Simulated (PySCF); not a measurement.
Order these species by their calculated properties.

Each SMILES stands for a single optimised conformer of the isolated species, non-relativistic unless stated; the electronic structure was computed with PySCF and density fitting.

The conformers computed, where there is a choice (atom-mapped SMILES and torsion angles):
- `[SiH3:1][O:2][SiH2:3][SiH2:4][S:5][SiH3:6]`: Si1–O2–Si3–Si4 177°, O2–Si3–Si4–S5 180°, Si3–Si4–S5–Si6 176°
- `[O:1]=[CH:2][O:3]/[CH:4]=[C:5]1/[CH2:6][CH2:7][S:8]1`: O1–C2–O3–C4 0°, C2–O3–C4–C5 180°
- `[CH3:1][O:2]/[CH:3]=[CH:4]\[C:5](=[O:6])[F:7]`: C1–O2–C3–C4 180°, C3–C4–C5–O6 180°
- `[F:1][CH:2]([F:3])[Si@@H:4]1[CH2:5][C@H:6]1[CH2:7][Cl:8]`: F1–C2–Si4–C5 147°, C5–C6–C7–Cl8 -69°
- `[CH3:1]/[CH:2]=[N:3]/[NH:4][SiH3:5]`: C2–N3–N4–Si5 0°
- `[CH3:1][C:2](=[O:3])[CH2:4][S:5][CH:6]=[C:7]=[O:8]`: C1–C2–C4–S5 85°, C2–C4–S5–C6 64°, C4–S5–C6–C7 98°

**Question.** Rank by electronic spatial extent ⟨r²⟩ about the centre of nuclear charge, highest first (CAM-B3LYP/def2-SVPD at GFN2-xTB geometries).
A. `O=S(=O)=O`
B. `[SiH3]O[SiH2][SiH2]S[SiH3]`
C. `O=CO/C=C1/CCS1`
D. `c1pc([SiH3])nc(c1)C#N`

**Answer.** B (2988 bohr²), D (1752 bohr²), C (1455 bohr²), A (239 bohr²).

**Question.** Rank by static isotropic polarisability, highest first (CAM-B3LYP/def2-SVPD at GFN2-xTB geometries).
A. `O=S(=O)=O`
B. `c1([SiH3])pccc(C#N)n1`
C. `S([SiH2][SiH2]O[SiH3])[SiH3]`
D. `O=CO/C=C1/CCS1`

**Answer.** C (132.8 au), B (122.0 au), D (89.2 au), A (27.9 au).

**Question.** Rank by lowest triplet excitation (Tamm–Dancoff), highest first (TDA CAM-B3LYP/def2-SVPD at GFN2-xTB geometries).
A. `[SiH3]O[SiH2][SiH2]S[SiH3]`
B. `O=S(=O)=O`
C. `N#Cc1ccpc([SiH3])n1`
D. `C1C/C(S1)=C/OC=O`

**Answer.** A (5.10 eV), B (4.93 eV), D (3.65 eV), C (2.79 eV).

**Question.** Give the two extremes of that set in kJ/mol.

**Answer.** `N#Cc1ccpc([SiH3])n1`: 269 kJ/mol; `[SiH3]O[SiH2][SiH2]S[SiH3]`: 492 kJ/mol.

**Question.** Rank by smallest rotational constant, highest first (GFN2-xTB).
A. `C(SC=C=O)C(C)=O`
B. `N(=C\C)/N[SiH3]`
C. `[SiH3]O[SiH2][SiH2]S[SiH3]`
D. `FC(F)[Si@@H]1C[C@H]1CCl`
E. `CO/C=C\C(=O)F`
F. `N#Cc1ccpc([SiH3])n1`
G. `C1S/C(=C\OC=O)C1`

**Answer.** B (1.655 GHz), E (1.266 GHz), A (0.857 GHz), G (0.737 GHz), F (0.604 GHz), D (0.477 GHz), C (0.357 GHz).

**Question.** By how much do the two ends of that ranking differ?

**Answer.** By 1.298 GHz, between `C/C=N/N[SiH3]` and `[SiH3]O[SiH2][SiH2]S[SiH3]`.

**Question.** Rank by dipole moment, highest first (CAM-B3LYP/def2-SVPD at GFN2-xTB geometries).
A. `c1pc([SiH3])nc(c1)C#N`
B. `O=CO/C=C1/CCS1`
C. `[SiH3]O[SiH2][SiH2]S[SiH3]`
D. `O=S(=O)=O`

**Answer.** A (4.30 D), B (2.89 D), C (1.26 D), D (0.00 D).

**Question.** Rank by HOMO–LUMO gap, highest first (CAM-B3LYP/def2-SVPD at GFN2-xTB geometries).
A. `O=CO/C=C1/CCS1`
B. `N#CC1=NC([SiH3])=PC=C1`
C. `O=S(=O)=O`
D. `[SiH3]O[SiH2][SiH2]S[SiH3]`

**Answer.** C (10.12 eV), D (8.36 eV), A (7.93 eV), B (6.89 eV).
